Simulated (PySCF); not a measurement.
TiFH₃, SMILES [F][TiH3], multiplicity 1.

Geometry: PBE0-D3(BJ)/def2-TZVP. The multiplicity is an assumed one; no other spin state was optimised. The structure was generated by enumeration; whether it is a known compound was not checked.

The numbers are results of PBE/def2-TZVPD (PySCF), not measurements.

| Property | Result |
|---|---|
| total energy | -950.83004 hartree |
| point group | C3v |
| highest occupied level | -7.59 eV |
| lowest empty level | -4.29 eV |
| orbital gap | 3.31 eV |
| dipole moment | 0.45 D |
| quadrupole, principal values (traceless, Buckingham form, about the centre of nuclear charge) | -0.11, -0.11, 0.23 D·Å |
| mean static polarisability | 45.6 bohr³ (6.76 Å³) |
| polarisability, principal values | 42.7, 47.1, 47.1 bohr³ |
